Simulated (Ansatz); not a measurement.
**A basis-limit estimate, worked out**

An elementary step of AlSiH₅OF₂, singlet (AlHF₂ ([F][AlH][F]) + SiH₄O ([OH][SiH3]) → AlSiH₃OF₂ ([F][Al]([F])[O][SiH3]) + H₂; Al–H, H–O broken or loosened, Al–O, H–H formed or tightened). “Start” and “end” are the PBE0-D4/def2-TZVP structures reached by relaxing down either side of its saddle point, with the molecules still in contact.

Program: Ansatz 0.2.0. Basis: def2-TZVPP and def2-QZVPP. Cores are frozen in the correlated methods.

Energies in eV:

| quantity | end | start |
| --- | --- | --- |
| Hartree–Fock, triple zeta (X = 3) | -21983.88356 | -21983.51317 |
| Hartree–Fock, quadruple zeta (X = 4) | -21984.75197 | -21984.36442 |
| MP2 correlation, X = 3 | -26.23468 | -26.15592 |
| MP2 correlation, X = 4 | -28.56537 | -28.49774 |
| CCSD(T) correlation, X = 3 | -27.77260 | -27.76907 |

(1) Work out the step energy at the basis limit: extrapolate Hartree–Fock as E(X) = E∞ + A exp(−7.88 √X) and the MP2 correlation as E(X) = E∞ + B X^−2.97 (the exponents that Neese and Valeev fitted for def2-TZVPP and QZVPP), then add CCSD(T) − MP2 in triple zeta.

T1 diagnostic: at most 0.013.

Answers

(1) Each step is linear, so take the differences first (end − start): Hartree–Fock -0.37039 (X = 3) and -0.38755 (X = 4); MP2 correlation -0.07876 and -0.06763; CCSD(T) correlation -0.00353.
Two points give E∞ = E(4) + w [E(4) − E(3)], with w = 1/(exp(7.88 (2 − √3)) − 1) = 0.1377 for Hartree–Fock and w = 1/((4/3)^2.97 − 1) = 0.7407 for the correlation.
Hartree–Fock: -0.38755 + 0.1377 × (-0.01716) = -0.3899 eV.
MP2 correlation: -0.06763 + 0.7407 × 0.01113 = -0.0594 eV.
CCSD(T) − MP2: -0.00353 − (-0.07876) = 0.0752 eV.
Sum: -0.3899 + (-0.0594) + 0.0752 = -0.3741 eV, or -8.63 kcal/mol. Plain CCSD(T) in triple zeta gives -0.3739 eV, so the larger basis shifts the result by -0.0002 eV.

The step is the kind of ligand exchange by which a precursor binds to a hydroxyl group, or is hydrolysed, in atomic layer deposition of oxides.

Labels in which every atom is bracketed show which atoms are joined, not bond orders.

For scale, one of the runs: CCSD(T)/def2-TZVPP, 247 basis functions, launched by `ansatz run in.yaml --threads 4 --pin off --events-out ev --progress --plain --max-ram 9574MiB`. Time: 2.7 min of wall clock on 4 CPU threads of an Arm Neoverse V1; the host was shared. Peak host memory: 5 GiB.
